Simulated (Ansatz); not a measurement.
C₁₂H₂₃NSi⁺, that is Si(vinyl)3(NiPr2) with one electron fewer. Charge 1, multiplicity 2. Geometry r2SCAN-D4/def2-SVP; atoms count from 1.

```
atom   x (Å)   y (Å)   z (Å)
 Si1   1.184  -0.166  -0.219
  C2   1.585   0.211  -1.988
  C3   2.597   1.039  -2.306
  H4   1.068  -0.301  -2.811
  H5   3.178   1.571  -1.543
  H6   2.892   1.216  -3.346
  C7   2.079   0.950   0.966
  C8   2.935   0.483   1.891
  H9   1.947   2.039   0.878
 H10   3.125  -0.590   2.021
 H11   3.495   1.155   2.552
 C12   1.319  -1.976   0.197
 C13   1.721  -2.886  -0.708
 H14   1.093  -2.320   1.216
 H15   1.969  -2.614  -1.741
 H16   1.836  -3.944  -0.449
 N17  -0.618   0.139   0.185
 C18  -0.980  -0.028   1.598
 C19  -1.455   1.312   2.180
 C20  -2.003  -1.154   1.785
 C21  -1.686   0.457  -0.761
 C22  -1.403   1.796  -1.454
 C23  -1.872  -0.699  -1.754
 H24  -0.050  -0.305   2.122
 H25  -2.393   1.654   1.719
 H26  -1.637   1.172   3.256
 H27  -0.688   2.092   2.062
 H28  -2.979  -0.913   1.339
 H29  -1.638  -2.100   1.359
 H30  -2.156  -1.300   2.864
 H31  -2.614   0.558  -0.177
 H32  -0.511   1.745  -2.095
 H33  -1.270   2.604  -0.720
 H34  -2.269   2.047  -2.085
 H35  -2.731  -0.464  -2.400
 H36  -0.992  -0.833  -2.397
 H37  -2.078  -1.646  -1.234
```

Single mean-field runs in def2-TZVP are fitted with def2-universal-jkfit.

Question: Estimate the Mulliken populations of the heavy atoms from the PBE0/def2-TZVP orbitals of Ansatz.

Answer: 
```tsv
atom	charge (e)	spin (α − β)
Si1	0.38	-0.04
C2	-0.34	0.00
C3	-0.19	0.00
C7	-0.32	0.01
C8	-0.18	0.01
C12	-0.26	0.02
C13	-0.20	0.03
N17	0.14	0.86
C18	-0.14	-0.05
C19	-0.36	0.05
C20	-0.35	0.04
C21	-0.11	-0.05
C22	-0.36	0.04
C23	-0.35	0.05
```
Mulliken values depend strongly on the basis.

Question: Where does the spin sit?

Answer: Summed by element: Si -0.04, C 0.16, H 0.02, N 0.86, of 1 unpaired in all. Largest on single atoms: N17 0.86, C18 -0.05, C19 0.05.

Question: And the Mayer bond orders between heavy atoms (over 0.3)?

Answer: Si1–C2 1.02 (1.85 Å); Si1–C7 1.05 (1.86 Å); Si1–C12 1.02 (1.86 Å); Si1–N17 0.82 (1.87 Å); C2–C3 1.90 (1.35 Å); C7–C8 1.88 (1.34 Å); C12–C13 1.89 (1.35 Å); N17–C18 0.89 (1.47 Å); N17–C21 0.85 (1.46 Å); C18–C19 0.99 (1.54 Å); C18–C20 0.99 (1.53 Å); C21–C22 0.98 (1.53 Å); C21–C23 0.98 (1.54 Å).
